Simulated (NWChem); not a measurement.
System: CH₄BClO₂; SMILES COB(O)Cl

Here is an NWChem input.

```
start job
memory heap 200 mb stack 900 mb global 1100 mb
geometry units angstroms
  B      0.094358     0.224245    -0.029012
  Cl    -0.200758    -0.356795     1.598762
  O      0.611488     1.451141    -0.241393
  H      0.807300     1.983645     0.529230
  O     -0.226759    -0.623285    -1.006371
  C     -0.065078    -0.345155    -2.386458
  H      0.599961    -1.099685    -2.807390
  H     -1.044443    -0.415647    -2.861307
  H      0.332269     0.657797    -2.541071
end
basis spherical
  * library def2-svp
end
dft
  xc pbe0
  iterations 150
end
driver
  maxiter 120
end
task dft optimize
task dft freq
```

Excerpt of the output:

```
             Northwest Computational Chemistry Package (NWChem) 7.3.0
             --------------------------------------------------------

 C1  symmetry detected

                             Geometry "geometry" -> ""
                             -------------------------

 Output coordinates in angstroms (scale by  1.889725989 to convert to a.u.)

  No.       Tag          Charge          X              Y              Z
 ---- ---------------- ---------- -------------- -------------- --------------
    1 B                    5.0000     0.22801222     0.06641961     0.00065114
    2 Cl                  17.0000    -0.36648230     1.71594223    -0.00006493
    3 O                    8.0000     1.55149572    -0.19086296     0.00087300
    4 H                    1.0000     2.14405973     0.56055590     0.00037628
    5 O                    8.0000    -0.71032797    -0.88024363     0.00016797
    6 C                    6.0000    -0.43820972    -2.27095834     0.00135975
    7 H                    1.0000    -0.89453028    -2.70361441     0.89206531
    8 H                    1.0000    -0.89409860    -2.70418880    -0.88975371
    9 H                    1.0000     0.63462342    -2.46126584    -0.02132613

 Effective nuclear repulsion energy (a.u.)     212.6984122905

                                Z-matrix (autoz)
                                --------

 Units are Angstrom for bonds and degrees for angles

      Type          Name      I     J     K     L     M      Value
      ----------- --------  ----- ----- ----- ----- ----- ----------
    1 Stretch                  1     2                       1.75338
    2 Stretch                  1     3                       1.34826
    3 Stretch                  1     5                       1.33291
    4 Stretch                  3     4                       0.95695
    5 Stretch                  5     6                       1.41709
    6 Stretch                  6     7                       1.09031
    7 Stretch                  6     8                       1.09069
    8 Stretch                  6     9                       1.08982
    9 Bend                     1     3     4               117.25809
   10 Bend                     1     5     6               124.18187
   11 Bend                     2     1     3               120.82034
   12 Bend                     2     1     5               115.43360
   13 Bend                     3     1     5               123.74604
   14 Bend                     5     6     7               108.04439
   15 Bend                     5     6     8               107.99081
   16 Bend                     5     6     9               111.12413
   17 Bend                     7     6     8               109.56586
   18 Bend                     7     6     9               111.08254
   19 Bend                     8     6     9               108.97156
   20 Torsion                  1     5     6     7         120.74748
   21 Torsion                  1     5     6     8        -120.82069
   22 Torsion                  1     5     6     9          -1.35516
   23 Torsion                  2     1     3     4          -0.01669
   24 Torsion                  2     1     5     6        -179.96343
   25 Torsion                  3     1     5     6           0.07489
   26 Torsion                  4     3     1     5         179.94301

                           NWChem Geometry Optimization
                           ----------------------------

 maximum gradient threshold         (gmax) =   0.000450
 rms gradient threshold             (grms) =   0.000300
 maximum cartesian step threshold   (xmax) =   0.001800
 rms cartesian step threshold       (xrms) =   0.001200
 fixed trust radius                (trust) =   0.300000
 source of zmatrix                         =   autoz

          -------------------
          Energy Minimization
          -------------------

 Using diagonal initial Hessian
 Scaling for Hessian diagonals: bonds = 1.00  angles = 0.25  torsions = 0.10

          --------
          Step   0

                                 NWChem DFT Module
                                 -----------------

 Summary of "ao basis" -> "ao basis" (spherical)
 ------------------------------------------------------------------------------
       Tag                 Description            Shells   Functions and Types
 ---------------- ------------------------------  ------  ---------------------
 B                          def2-svp                 6       14   3s2p1d
 Cl                         def2-svp                 8       18   4s3p1d
 O                          def2-svp                 6       14   3s2p1d
 H                          def2-svp                 3        5   2s1p
 C                          def2-svp                 6       14   3s2p1d

            General Information
            -------------------
          SCF calculation type: DFT
          Wavefunction type:  closed shell.
          No. of atoms     :     9
          No. of electrons :    48
           Alpha electrons :    24
            Beta electrons :    24
          Charge           :     0
          Spin multiplicity:     1
          Use of symmetry is: off; symmetry adaption is: off
          Maximum number of iterations: 150
          AO basis - number of functions:    94
                     number of shells:    44
          Convergence on energy requested:  1.00D-06
          Convergence on density requested:  1.00D-05
          Convergence on gradient requested:  5.00D-04

              XC Information
              --------------
                         PBE0 Method XC Functional
                     Hartree-Fock (Exact) Exchange  0.250
          PerdewBurkeErnzerhof Exchange Functional  0.750
            Perdew 1991 LDA Correlation Functional  1.000 local
           PerdewBurkeErnz. Correlation Functional  1.000 non-local

             Grid Information
             ----------------
          Grid used for XC integration:  medium
          Radial quadrature: Mura-Knowles
          Angular quadrature: Lebedev.
          Tag              B.-S. Rad. Rad. Pts. Rad. Cut. Ang. Pts.
          ---              ---------- --------- --------- ---------
          B                   0.85       49          10.0       434
          Cl                  1.00       88          11.0       590
          O                   0.60       49          10.0       434
          H                   0.35       45          11.0       434
          C                   0.70       49          10.0       434
          Grid pruning is: on
          Number of quadrature shells:   464
          Spatial weights used:  Erf1

      Superposition of Atomic Density Guess
      -------------------------------------

 Sum of atomic energies:        -672.83174817

      Non-variational initial energy
      ------------------------------

 Total energy =    -675.038101
 1-e energy   =   -1348.235944
 2-e energy   =     460.499430
 HOMO         =      -0.400339
 LUMO         =       0.089170

   convergence    iter        energy       DeltaE   RMS-Dens  Diis-err
 ---------------- ----- ----------------- --------- --------- ---------
 d= 0,ls=0.0,diis     1   -675.3647464881 -8.88D+02  1.13D-02  7.94D-01
 d= 0,ls=0.0,diis     2   -675.3636382489  1.11D-03  5.72D-03  9.66D-01
 d= 0,ls=0.0,diis     3   -675.4530914552 -8.95D-02  1.07D-03  2.47D-02
 d= 0,ls=0.0,diis     4   -675.4550002891 -1.91D-03  4.70D-04  3.10D-03
 d= 0,ls=0.0,diis     5   -675.4553629679 -3.63D-04  9.21D-05  1.53D-04
  Resetting Diis
 d= 0,ls=0.0,diis     6   -675.4553782188 -1.53D-05  2.79D-05  2.24D-05
 d= 0,ls=0.0,diis     7   -675.4553802925 -2.07D-06  1.16D-05  7.62D-07
 d= 0,ls=0.0,diis     8   -675.4553802271  6.55D-08  6.69D-06  1.50D-06

         Total DFT energy =     -675.455380227050
      One electron energy =    -1352.420942799349
           Coulomb energy =      520.399097388934
    Exchange-Corr. energy =      -56.131947107133
 Nuclear repulsion energy =      212.698412290498

 Numeric. integr. density =       47.999993355261

                       DFT Final Molecular Orbital Analysis
                       ------------------------------------

[...]

      ----------------------
      Optimization converged
      ----------------------

  Step       Energy      Delta E   Gmax     Grms     Xrms     Xmax
  ---- ---------------- -------- -------- -------- -------- --------
@    5    -675.45688973 -1.2D-07  0.00004  0.00002  0.00019  0.00048
                                     ok       ok       ok       ok

                                Z-matrix (autoz)
                                --------

 Units are Angstrom for bonds and degrees for angles

      Type          Name      I     J     K     L     M      Value     Gradient
      ----------- --------  ----- ----- ----- ----- ----- ---------- ----------
    1 Stretch                  1     2                       1.78005   -0.00004
    2 Stretch                  1     3                       1.35495   -0.00002
    3 Stretch                  1     5                       1.34075   -0.00003
    4 Stretch                  3     4                       0.96165   -0.00000
    5 Stretch                  5     6                       1.40814   -0.00000
    6 Stretch                  6     7                       1.10081    0.00003
    7 Stretch                  6     8                       1.10075    0.00002
    8 Stretch                  6     9                       1.10017    0.00003
    9 Bend                     1     3     4               112.77076   -0.00000
   10 Bend                     1     5     6               122.58292    0.00001
   11 Bend                     2     1     3               120.28197    0.00001
   12 Bend                     2     1     5               117.50531   -0.00001
   13 Bend                     3     1     5               122.21272    0.00000
   14 Bend                     5     6     7               109.14996    0.00000
   15 Bend                     5     6     8               109.11943    0.00000
   16 Bend                     5     6     9               112.02766   -0.00000
   17 Bend                     7     6     8               108.25142   -0.00001
   18 Bend                     7     6     9               109.09770   -0.00000
   19 Bend                     8     6     9               109.11945    0.00000
   20 Torsion                  1     5     6     7         120.48569   -0.00000
   21 Torsion                  1     5     6     8        -121.39756   -0.00000
   22 Torsion                  1     5     6     9          -0.45263    0.00000
   23 Torsion                  2     1     3     4          -0.02566   -0.00000
   24 Torsion                  2     1     5     6        -179.95141    0.00000
   25 Torsion                  3     1     5     6           0.05501    0.00000
   26 Torsion                  4     3     1     5         179.96775   -0.00000

                         Geometry "geometry" -> "geometry"
                         ---------------------------------

 Output coordinates in angstroms (scale by  1.889725989 to convert to a.u.)

  No.       Tag          Charge          X              Y              Z
 ---- ---------------- ---------- -------------- -------------- --------------
    1 B                    5.0000     0.21414814     0.06784213    -0.00046527
    2 Cl                  17.0000    -0.31989857     1.76588997     0.00207862
    3 O                    8.0000     1.53530636    -0.23288311    -0.00048260
    4 H                    1.0000     2.09502377     0.54909232     0.00057637
    5 O                    8.0000    -0.73450340    -0.87961555    -0.00245548
    6 C                    6.0000    -0.43258167    -2.25500527    -0.00356959
    7 H                    1.0000    -0.87139529    -2.72176737     0.89161633
    8 H                    1.0000    -0.88356695    -2.72240765    -0.89227784
    9 H                    1.0000     0.65200981    -2.43936171    -0.01067185

 Effective nuclear repulsion energy (a.u.)     211.5625968223

                Final and change from initial internal coordinates
                --------------------------------------------------

                                Z-matrix (autoz)
                                --------

 Units are Angstrom for bonds and degrees for angles

[...]

 Rotational Constants
 --------------------
 A=   0.277909 cm-1  (  0.399840 K)
 B=   0.082196 cm-1  (  0.118260 K)
 C=   0.064210 cm-1  (  0.092381 K)

 Temperature                      =   298.15K
 frequency scaling parameter      =   1.0000

 Zero-Point correction to Energy  =   39.942 kcal/mol  (  0.063651 au)
 Thermal correction to Energy     =   43.823 kcal/mol  (  0.069836 au)
 Thermal correction to Enthalpy   =   44.415 kcal/mol  (  0.070780 au)

 Total Entropy                    =   80.982 cal/mol-K
   - Translational                =   39.516 cal/mol-K (mol. weight =  93.9993)
   - Rotational                   =   26.488 cal/mol-K (symmetry #  =        1)
   - Vibrational                  =   14.978 cal/mol-K

 Cv (constant volume heat capacity) =   19.329 cal/mol-K
   - Translational                  =    2.979 cal/mol-K
   - Rotational                     =    2.979 cal/mol-K
   - Vibrational                    =   13.370 cal/mol-K

[normal modes left out]

 ----------------------------------------------------------------------------
 Normal Eigenvalue ||           Projected Infra Red Intensities
  Mode   [cm**-1]  || [atomic units] [(debye/angs)**2] [(KM/mol)] [arbitrary]
 ------ ---------- || -------------- ----------------- ---------- -----------
    1       -0.000 ||    0.000091           0.002         0.088       0.014
    2        0.000 ||    0.000557           0.013         0.543       0.087
    3        0.000 ||    0.000000           0.000         0.000       0.000
    4        0.000 ||    0.001599           0.037         1.559       0.251
    5        0.000 ||    0.000003           0.000         0.003       0.000
    6        0.000 ||    0.000582           0.013         0.567       0.091
    7       21.642 ||    0.000010           0.000         0.009       0.002
    8      139.516 ||    0.008892           0.205         8.668       1.395
    9      229.988 ||    0.003146           0.073         3.066       0.494
   10      332.908 ||    0.016211           0.374        15.804       2.544
   11      428.607 ||    0.005721           0.132         5.577       0.898
   12      516.985 ||    0.105655           2.438       102.997      16.581
   13      594.992 ||    0.045117           1.041        43.982       7.081
   14      710.597 ||    0.030863           0.712        30.087       4.844
   15      951.743 ||    0.110935           2.559       108.145      17.410
   16     1107.796 ||    0.028935           0.668        28.208       4.541
   17     1186.878 ||    0.000251           0.006         0.244       0.039
   18     1199.770 ||    0.045774           1.056        44.623       7.184
   19     1284.082 ||    0.557976          12.873       543.942      87.569
   20     1434.010 ||    0.194788           4.494       189.889      30.570
   21     1477.072 ||    0.004959           0.114         4.835       0.778
   22     1478.183 ||    0.002061           0.048         2.009       0.323
   23     1553.396 ||    0.349060           8.053       340.281      54.782
   24     3055.244 ||    0.050824           1.173        49.546       7.976
   25     3151.873 ||    0.020020           0.462        19.517       3.142
   26     3164.841 ||    0.011574           0.267        11.283       1.816
   27     3932.778 ||    0.124798           2.879       121.659      19.586
 ----------------------------------------------------------------------------
```

Level: PBE0/def2-SVP.
